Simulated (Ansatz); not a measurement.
One change: `CCOC` becomes `CO[CH2][GaH][OH]`.

Ansatz, PBE0-D4/def2-TZVP geometries, multiplicity 1. Each molecule was computed in one conformer, which needn't be the lowest.

Scalar relativity is left out up to krypton.

```
                                        property  `CCOC`
           HOMO energy (ωB97M-V/def2-TZVPP) / eV   -9.78
             HOMO–LUMO gap (PBE/def2-TZVPP) / eV    6.33
size of the dipole moment (B3LYP/def2-TZVPP) / D    1.12
              LUMO energy (PBE0/def2-TZVPP) / eV    1.37
               HOMO energy (PBE/def2-TZVPP) / eV   -5.78
  size of the dipole moment (PBE/def2-TZVPP) / D    1.01
```

Question: Give the same properties after the change, and the shifts. (Estimate.)

Answer: The calculation gave: 
| property | `CO[CH2][GaH][OH]` | shift |
| --- | --- | --- |
| HOMO energy (ωB97M-V/def2-TZVPP) / eV | -9.14 | 0.64 |
| HOMO–LUMO gap (PBE/def2-TZVPP) / eV | 3.85 | -2.48 |
| size of the dipole moment (B3LYP/def2-TZVPP) / D | 1.27 | 0.15 |
| LUMO energy (PBE0/def2-TZVPP) / eV | -0.86 | -2.23 |
| HOMO energy (PBE/def2-TZVPP) / eV | -5.49 | 0.29 |
| size of the dipole moment (PBE/def2-TZVPP) / D | 1.12 | 0.11 |

With PBE0 the HOMO rises by 0.50 eV and the LUMO falls by 2.23 eV, so the gap narrows by about 2.73 eV. PBE moves the HOMO by 0.29 eV and ωB97M-V by 0.64 eV. Dipoles are sizes alone; their direction can turn.

B3LYP here is the variant with VWN-RPA as its local correlation; programs differ in this.
